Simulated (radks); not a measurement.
Trend from Zn+ to Hg+: ionisation energy by Delta-SCF between NIST ground configurations, and size. Calculated with a radial shooting solver on a logarithmic mesh with Libxc functionals: scalar-relativistic Kohn-Sham, PBE, spin-polarised, spherical densities, finite nucleus; open shells are filled with parallel spins first (spin-orbit coupling, left out, can overturn this in heavy ions); Fermi nuclear charge, rms radius of each element as measured or else 0.836 A^(1/3) + 0.57 fm.

species,configuration,IE (eV),NIST (eV),kind,outermost,<r> outermost (bohr),r at 0.001 e/bohr^3 (bohr)
Zn+,[Ar] 3d10 4s1,18.735,17.964,exp.,4s,2.39,3.62
Cd+,[Kr] 4d10 5s1,17.352,16.908,exp.,5s,2.64,3.86
Hg+,[Xe] 4f14 5d10 6s1,19.172,18.757,exp.,6s,2.51,3.89

Reference values: NIST Atomic Spectra Database (measured).
